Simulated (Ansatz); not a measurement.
Mulliken charges of `O[Si@H](Cl)[Si@@H](O)Cl` from PBE/def2-TZVPP in Ansatz (PBE0-D4/def2-TZVP geometry).

```json
{"atom": "O1", "x (Å)": "-1.980", "y (Å)": "-1.085", "z (Å)": "0.530", "charge (e)": "-0.327"}
{"atom": "Si2", "x (Å)": "-0.351", "y (Å)": "-1.092", "z (Å)": "0.368", "charge (e)": "0.421"}
{"atom": "Cl3", "x (Å)": "0.570", "y (Å)": "-0.736", "z (Å)": "2.194", "charge (e)": "-0.235"}
{"atom": "Si4", "x (Å)": "0.516", "y (Å)": "0.650", "z (Å)": "-0.947", "charge (e)": "0.409"}
{"atom": "O5", "x (Å)": "0.557", "y (Å)": "2.025", "z (Å)": "-0.057", "charge (e)": "-0.332"}
{"atom": "Cl6", "x (Å)": "2.403", "y (Å)": "0.040", "z (Å)": "-1.505", "charge (e)": "-0.215"}
{"atom": "H7", "x (Å)": "-2.411", "y (Å)": "-0.280", "z (Å)": "0.824", "charge (e)": "0.195"}
{"atom": "H8", "x (Å)": "0.002", "y (Å)": "-2.463", "z (Å)": "-0.057", "charge (e)": "-0.051"}
{"atom": "H9", "x (Å)": "-0.233", "y (Å)": "0.989", "z (Å)": "-2.176", "charge (e)": "-0.061"}
{"atom": "H10", "x (Å)": "0.927", "y (Å)": "1.952", "z (Å)": "0.826", "charge (e)": "0.195"}
```

By hand: the dipole of these point charges (1 e Å = 4.8032 D).

Σ q r = (-0.400, 0.044, -0.121) e Å, of length 0.420 e Å = 2.02 D.

How does the dipole of the full density compare? (Estimate.)

Computed: (-0.272, 0.152, 0.122) e Å, 1.61 D; the point charges give 1.25 times that, at 44° from its direction.

Point charges leave out the atoms' own dipoles, such as those of lone pairs, and Mulliken's split depends on the basis, so the two needn't agree.
